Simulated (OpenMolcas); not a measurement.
**Cu7+: effect of the active space**

```yaml
Program: OpenMolcas 26.06
Method: SS-CASPT2 or its RAS form, IPEA 0.25 Eh, imaginary shift 0.1 Eh
Basis: ANO-RCC-VQZP
Scalar_Hamiltonian: DKH2, point nucleus
Spin-orbit_coupling: RASSI with atomic mean-field integrals over the reference wave functions, term energies averaged over their components
```

A. 4 electrons in 5 orbitals (3d); 2S+1 = 5 even, 5 roots; 2S+1 = 3 even, 45 roots; 2S+1 = 1 even, 50 roots; closed shells correlated: 3s 3p; CASPT2 step of the order of 40 core-seconds
B. 10 electrons in 8 orbitals (RAS1 3p, at most 2 holes; RAS2 3d); 2S+1 = 5 even, 5 roots; 2S+1 = 3 even, 45 roots; 2S+1 = 1 even, 44 roots; closed shells correlated: 3s; CASPT2 step of the order of 80 core-seconds
C. 4 electrons in 10 orbitals (3d 4d); 2S+1 = 5 even, 5 roots; 2S+1 = 3 even, 45 roots; 2S+1 = 1 even, 44 roots; closed shells correlated: 3s 3p; CASPT2 step about 11 core-minutes

Energies in cm-1 above 3d4 5D0.

| Level | A | B | C |
| --- | --- | --- | --- |
| 3d4 5D0 | 0.0 | 0.0 | 0.0 |
| 3d4 5D1 | 380 | 386 | 382 |
| 3d4 5D2 | 1090 | 1107 | 1096 |
| 3d4 5D3 | 2070 | 2100 | 2080 |
| 3d4 5D4 | 3250 | 3300 | 3280 |
| 3d4 3P0(1) | 33310 | 33660 | 33460 |
| 3d4 3H4 | 35440 | 35410 | 35500 |
| 3d4 3P1(1) | 35540 | 35950 | 35710 |
| 3d4 3H5 | 36330 | 36310 | 36420 |
| 3d4 3H6 | 37230 | 37200 | 37350 |
| 3d4 3F2(1) | 38510 | 38780 | 38570 |
| 3d4 3F3(1) | 38580 | 38860 | 38660 |
| 3d4 3F4(1) | 38990 | 39320 | 39100 |
| 3d4 3P2(1) | 39010 | 39490 | 39200 |
| 3d4 3G3 | 43030 | 43300 | 43100 |
| 3d4 3G4 | 43860 | 44150 | 43960 |
| 3d4 3G5 | 44550 | 44800 | 44680 |
| 3d4 3D3 | 52600 | 53210 | 52730 |
| 3d4 3D2 | 52890 | 53500 | 53030 |
| 3d4 3D1 | 53270 | 53880 | 53370 |
| 3d4 1G4(1) | 53910 | 54180 | 53990 |
| 3d4 1I6 | 54240 | 53950 | 54440 |
| 3d4 1F3 | 75470 | 75690 | 75750 |
| 3d4 3P2(2) | 88010 | 88150 | 88170 |

The spin-orbit steps hold different terms of 3d4 (B lacks a 1D, a 1S; C lacks a 1D, a 1S), which shifts levels as well.

Among A to C the level of the table that moves most is 3d4 3D3, by 620 cm-1 (lowest in A, highest in B). Moves below CASPT2's spread within the term are not significant.

CASPT2 does not keep the components of a term degenerate, so their means are used; among the terms shown or strongly mixed into the levels shown the widest spread is 350 cm-1 (3d4 1I, A). Active for correlation alone: 3p; no level in the range computed is led by a configuration that opens it, so any true level of that kind is missing (holds for B). Active for correlation alone: 4d; no level in the range computed is led by a configuration that fills it, so any true level of that kind is missing (holds for C). Levels of configurations outside the active space are missing. The table leaves out levels that lie high or whose names do not pair safely across all columns.

A number in round brackets counts repeated terms of one configuration in the order of the reference energies.
